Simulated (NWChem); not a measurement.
System: CH4CaN2S

Here is an NWChem input.

```
start job
memory heap 200 mb stack 900 mb global 1100 mb
geometry units angstroms noautoz
  Ca    -0.118991     0.242708    -0.351053
  S      0.035731     2.849834    -0.347095
  H     -1.228659     3.032927     0.099176
  C     -0.279877    -2.410597    -0.365751
  N      0.841334    -1.814694    -0.741129
  N     -1.320451    -1.686583     0.017858
  H     -0.347582    -3.517356    -0.372667
  H      1.572144    -2.461376    -1.014135
  H     -2.124985    -2.242752     0.282966
end
basis spherical
  * library def2-svp
end
dft
  xc xpbe96 cpbe96
  iterations 150
  vectors input atomic output neutral.movecs
end
task dft energy
charge 1
dft
  odft
  mult 2
  vectors input atomic output cation.movecs
end
task dft energy
```

Parts of the log:

```
             Northwest Computational Chemistry Package (NWChem) 7.3.0
             --------------------------------------------------------

 C1  symmetry detected

                             Geometry "geometry" -> ""
                             -------------------------

 Output coordinates in angstroms (scale by  1.889725989 to convert to a.u.)

  No.       Tag          Charge          X              Y              Z
 ---- ---------------- ---------- -------------- -------------- --------------
    1 Ca                  20.0000     0.02369667     0.13921266     0.00333395
    2 S                   16.0000     0.04880801     2.75080288    -0.00180982
    3 H                    1.0000    -1.29900457     2.87231070    -0.00194000
    4 C                    6.0000    -0.00155905    -2.51887958    -0.00263015
    5 N                    7.0000     1.15216224    -1.86922836    -0.00072908
    6 N                    7.0000    -1.14245266    -1.84619568    -0.00049801
    7 H                    1.0000    -0.01239561    -3.62767086    -0.00605530
    8 H                    1.0000     1.96094629    -2.47970242    -0.00244029
    9 H                    1.0000    -1.96302058    -2.44079101    -0.00291579

 Effective nuclear repulsion energy (a.u.)     278.1160858050

  pbe96 is a nonlocal functional; adding pw91lda local functional.

                                 NWChem DFT Module
                                 -----------------

 Summary of "ao basis" -> "ao basis" (spherical)
 ------------------------------------------------------------------------------
       Tag                 Description            Shells   Functions and Types
 ---------------- ------------------------------  ------  ---------------------
 Ca                         def2-svp                10       24   5s3p2d
 S                          def2-svp                 8       18   4s3p1d
 H                          def2-svp                 3        5   2s1p
 C                          def2-svp                 6       14   3s2p1d
 N                          def2-svp                 6       14   3s2p1d

            General Information
            -------------------
          SCF calculation type: DFT
          Wavefunction type:  closed shell.
          No. of atoms     :     9
          No. of electrons :    60
           Alpha electrons :    30
            Beta electrons :    30
          Charge           :     0
          Spin multiplicity:     1
          Use of symmetry is: off; symmetry adaption is: off
          Maximum number of iterations: 150
          AO basis - number of functions:   104
                     number of shells:    48
          Convergence on energy requested:  1.00D-06
          Convergence on density requested:  1.00D-05
          Convergence on gradient requested:  5.00D-04

              XC Information
              --------------
          PerdewBurkeErnzerhof Exchange Functional  1.000
            Perdew 1991 LDA Correlation Functional  1.000 local
           PerdewBurkeErnz. Correlation Functional  1.000 non-local

             Grid Information
             ----------------
          Grid used for XC integration:  medium
          Radial quadrature: Mura-Knowles
          Angular quadrature: Lebedev.
          Tag              B.-S. Rad. Rad. Pts. Rad. Cut. Ang. Pts.
          ---              ---------- --------- --------- ---------
          Ca                  1.80      112          11.0       590
          S                   1.00       88          14.0       590
          H                   0.35       45          14.0       434
          C                   0.70       49          13.0       434
          N                   0.65       49          13.0       434
          Grid pruning is: on
          Number of quadrature shells:   527
          Spatial weights used:  Erf1

      Superposition of Atomic Density Guess
      -------------------------------------

 Sum of atomic energies:       -1222.11831214

      Non-variational initial energy
      ------------------------------

 Total energy =   -1224.120258
 1-e energy   =   -2228.619641
 2-e energy   =     726.383297
 HOMO         =      -0.328939
 LUMO         =      -0.077286

   convergence    iter        energy       DeltaE   RMS-Dens  Diis-err
 ---------------- ----- ----------------- --------- --------- ---------
 d= 0,ls=0.0,diis     1  -1224.8955881101 -1.50D+03  1.91D-02  9.39D-01
 d= 0,ls=0.0,diis     2  -1224.6979171212  1.98D-01  1.25D-02  2.56D+00
 d= 0,ls=0.0,diis     3  -1225.0123658748 -3.14D-01  1.96D-03  5.63D-02
 d= 0,ls=0.0,diis     4  -1225.0175501650 -5.18D-03  1.07D-03  9.80D-03
 d= 0,ls=0.0,diis     5  -1225.0185850803 -1.03D-03  4.46D-04  3.29D-03
  Resetting Diis
 d= 0,ls=0.0,diis     6  -1225.0189479749 -3.63D-04  1.68D-04  3.20D-04
 d= 0,ls=0.0,diis     7  -1225.0189902298 -4.23D-05  1.18D-04  1.65D-05
 d= 0,ls=0.0,diis     8  -1225.0189839204  6.31D-06  7.38D-05  5.89D-05
 d= 0,ls=0.0,diis     9  -1225.0189923069 -8.39D-06  1.71D-05  4.85D-06
 d= 0,ls=0.0,diis    10  -1225.0189928906 -5.84D-07  3.62D-06  1.88D-07

         Total DFT energy =    -1225.018992890618
      One electron energy =    -2236.018014725725
           Coulomb energy =      814.960509443601
    Exchange-Corr. energy =      -82.077573413511
 Nuclear repulsion energy =      278.116085805017

 Numeric. integr. density =       59.999997600726

                       DFT Final Molecular Orbital Analysis
                       ------------------------------------

 Vector   28  Occ=2.000000D+00  E=-1.994859D-01
              MO Center=  4.2D-03, -1.8D+00, -4.8D-04, r^2= 2.3D+00
   Bfn.  Coefficient  Atom+Function         Bfn.  Coefficient  Atom+Function
  ----- ------------  ---------------      ----- ------------  ---------------
    67      0.426617  5 N  pz                81     -0.426801  6 N  pz
    70     -0.364465  5 N  pz                84      0.364953  6 N  pz
    18      0.078610  1 Ca d  1              23      0.072879  1 Ca d  1
    60      0.038860  4 C  d  1

 Vector   29  Occ=2.000000D+00  E=-1.852046D-01
              MO Center=  8.8D-03,  2.5D+00, -1.5D-03, r^2= 2.6D+00
   Bfn.  Coefficient  Atom+Function         Bfn.  Coefficient  Atom+Function
  ----- ------------  ---------------      ----- ------------  ---------------
    36      0.572044  2 S  py                33      0.406274  2 S  py
    30      0.236545  2 S  py                 4     -0.204731  1 Ca s
    10      0.197044  1 Ca py                13     -0.151250  1 Ca py
     3      0.126664  1 Ca s                 19      0.116376  1 Ca d  2
    28      0.104471  2 S  s                 35      0.098830  2 S  px

 Vector   30  Occ=2.000000D+00  E=-1.700273D-01
              MO Center=  2.3D-02,  2.6D+00, -1.4D-03, r^2= 1.8D+00
   Bfn.  Coefficient  Atom+Function         Bfn.  Coefficient  Atom+Function
  ----- ------------  ---------------      ----- ------------  ---------------
    37      0.607391  2 S  pz                34      0.417857  2 S  pz
    31      0.243400  2 S  pz                14      0.123539  1 Ca pz
    21      0.123980  1 Ca d -1              16      0.109828  1 Ca d -1
    11     -0.075403  1 Ca pz                56      0.028562  4 C  pz

 Vector   31  Occ=0.000000D+00  E=-5.789961D-02
              MO Center=  6.8D-03,  2.6D-01,  8.3D-03, r^2= 6.5D+00
   Bfn.  Coefficient  Atom+Function         Bfn.  Coefficient  Atom+Function
  ----- ------------  ---------------      ----- ------------  ---------------
     5      0.532309  1 Ca s                  4      0.454216  1 Ca s
     3     -0.316946  1 Ca s                 17      0.309908  1 Ca d  0
    19      0.242238  1 Ca d  2              50      0.169900  4 C  s
    22      0.160121  1 Ca d  0              28     -0.150540  2 S  s
    91     -0.148811  7 H  s                 78     -0.114403  6 N  s

 Vector   32  Occ=0.000000D+00  E=-2.677853D-02
              MO Center=  5.4D-03, -1.7D+00,  6.2D-04, r^2= 3.0D+00
   Bfn.  Coefficient  Atom+Function         Bfn.  Coefficient  Atom+Function
  ----- ------------  ---------------      ----- ------------  ---------------
    56      0.572943  4 C  pz                53      0.498108  4 C  pz
    14     -0.340909  1 Ca pz                16      0.324741  1 Ca d -1
    70     -0.287301  5 N  pz                84     -0.285683  6 N  pz
    21      0.237793  1 Ca d -1              67      0.225209  5 N  pz
    81      0.223922  6 N  pz                11      0.139816  1 Ca pz

 Vector   33  Occ=0.000000D+00  E=-9.810146D-03
              MO Center=  1.2D-01,  1.2D-01,  2.7D-03, r^2= 4.0D+00
   Bfn.  Coefficient  Atom+Function         Bfn.  Coefficient  Atom+Function
  ----- ------------  ---------------      ----- ------------  ---------------
    17      0.485314  1 Ca d  0              19     -0.469312  1 Ca d  2
    22      0.315396  1 Ca d  0              91      0.315731  7 H  s
    24     -0.309753  1 Ca d  2              44     -0.280813  3 H  s
    50     -0.243278  4 C  s                 35     -0.188869  2 S  px
    28      0.168116  2 S  s                 13     -0.163587  1 Ca py

     Multipole analysis of the density
     ---------------------------------

     L   x y z        total         alpha         beta         nuclear
     -   - - -        -----         -----         ----         -------
     0   0 0 0     -0.000000    -30.000000    -30.000000     60.000000

     1   1 0 0     -0.250427     -0.125213     -0.125213      0.000000
     1   0 1 0     -2.134730     -1.067365     -1.067365     -0.000000
     1   0 0 1      0.005459      0.002729      0.002729      0.000000

     2   2 0 0    -32.080423    -65.793027    -65.793027     99.505631
     2   1 1 0     -1.890628      2.323889      2.323889     -6.538406
     2   1 0 1      0.004007     -0.001260     -0.001260      0.006526
     2   0 2 0    -42.951770   -452.432846   -452.432846    861.913922
     2   0 1 1      0.026036     -0.013614     -0.013614      0.053265
     2   0 0 2    -35.538541    -17.769943    -17.769943      0.001345

                                 NWChem DFT Module
                                 -----------------

            General Information
            -------------------
          SCF calculation type: DFT
          Wavefunction type:  spin polarized.
          No. of atoms     :     9
          No. of electrons :    59
           Alpha electrons :    30
            Beta electrons :    29
          Charge           :     1
          Spin multiplicity:     2
          Use of symmetry is: off; symmetry adaption is: off
          Maximum number of iterations: 150
          AO basis - number of functions:   104
                     number of shells:    48
          Convergence on energy requested:  1.00D-06
          Convergence on density requested:  1.00D-05
          Convergence on gradient requested:  5.00D-04

              XC Information
              --------------
          PerdewBurkeErnzerhof Exchange Functional  1.000
            Perdew 1991 LDA Correlation Functional  1.000 local
           PerdewBurkeErnz. Correlation Functional  1.000 non-local

             Grid Information
             ----------------
          Grid used for XC integration:  medium
          Radial quadrature: Mura-Knowles
          Angular quadrature: Lebedev.
          Tag              B.-S. Rad. Rad. Pts. Rad. Cut. Ang. Pts.
          ---              ---------- --------- --------- ---------
          Ca                  1.80      112          11.0       590
          S                   1.00       88          14.0       590
          H                   0.35       45          14.0       434
          C                   0.70       49          13.0       434
          N                   0.65       49          13.0       434
          Grid pruning is: on
          Number of quadrature shells:   527
          Spatial weights used:  Erf1

      Superposition of Atomic Density Guess
      -------------------------------------

 Sum of atomic energies:       -1222.11831214

 Renormalizing density from      60.00 to     59

      Non-variational initial energy
      ------------------------------

 Total energy =   -1210.987601
 1-e energy   =   -2191.475980
 2-e energy   =     702.372294
 HOMO         =      -0.577158
 LUMO         =      -0.287271

[...]
```

Level: PBE/def2-SVP, vertical spin-unrestricted ions. Structure relaxed at the PBE0/def2-SVP level.
